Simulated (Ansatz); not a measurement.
`N[CH2][SnH3]` and `FBN[CH2][SnH3]` differ in one atom or group.

Ansatz, PBE0-D4/def2-TZVP geometries, multiplicity 1. Each molecule was computed in one conformer, which needn't be the lowest.

Elements past krypton have def2 core potentials.

```json
{"property": "HOMO energy (B3LYP/def2-TZVPP) / eV", "`N[CH2][SnH3]`": "-6.59"}
{"property": "size of the dipole moment (B3LYP/def2-TZVPP) / D", "`N[CH2][SnH3]`": "1.72"}
{"property": "zero-point energy (PBE0-D4/def2-TZVP) / kJ/mol", "`N[CH2][SnH3]`": "194.9"}
{"property": "HOMO–LUMO gap (B3LYP/def2-TZVPP) / eV", "`N[CH2][SnH3]`": "6.63"}
{"property": "HOMO energy (PBE/def2-TZVPP) / eV", "`N[CH2][SnH3]`": "-5.40"}
{"property": "HOMO energy (PBE0/def2-TZVPP) / eV", "`N[CH2][SnH3]`": "-6.80"}
```

(1) Give the same properties after the change, and the shifts. (Best estimate.)

Answers

(1) Computed: 
```json
{"property": "HOMO energy (B3LYP/def2-TZVPP) / eV", "`FBN[CH2][SnH3]`": "-6.92", "shift": "-0.33"}
{"property": "size of the dipole moment (B3LYP/def2-TZVPP) / D", "`FBN[CH2][SnH3]`": "2.06", "shift": "0.34"}
{"property": "zero-point energy (PBE0-D4/def2-TZVP) / kJ/mol", "`FBN[CH2][SnH3]`": "213.0", "shift": "18.1"}
{"property": "HOMO–LUMO gap (B3LYP/def2-TZVPP) / eV", "`FBN[CH2][SnH3]`": "6.68", "shift": "0.05"}
{"property": "HOMO energy (PBE/def2-TZVPP) / eV", "`FBN[CH2][SnH3]`": "-5.97", "shift": "-0.57"}
{"property": "HOMO energy (PBE0/def2-TZVPP) / eV", "`FBN[CH2][SnH3]`": "-7.12", "shift": "-0.32"}
```

The zero-point energy changes by 18.1 kJ/mol with +6 modes. Dipoles are sizes alone; their direction can turn.

B3LYP here is the variant with VWN-RPA as its local correlation; programs differ in this.
